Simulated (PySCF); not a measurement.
Constitutional and geometric isomers with formula CH4BN. All species are isolated molecules in the gas phase. One relaxed conformer stands for each flexible species; it need not be the lowest. Strings in code marks are SMILES.

Quantity: electronic energy of isomers of CH4BN relative to `CB=N`, in kcal/mol.

A: `BN=C`
B: `[H]/B=C/N`
C: `[H]/N=C\B`
D: `C=BN`
E: `B=NC`

**Question.** Put the candidates in order of electronic energy of isomers of CH4BN relative to `CB=N`, lowest first, for PBE-D3(BJ)/def2-TZVP // PBE0-D3(BJ)/def2-TZVP (PySCF).

**Answer.** E (16.1 kcal/mol), D (19.3 kcal/mol), A (20.3 kcal/mol), C (54.0 kcal/mol), B (70.5 kcal/mol)
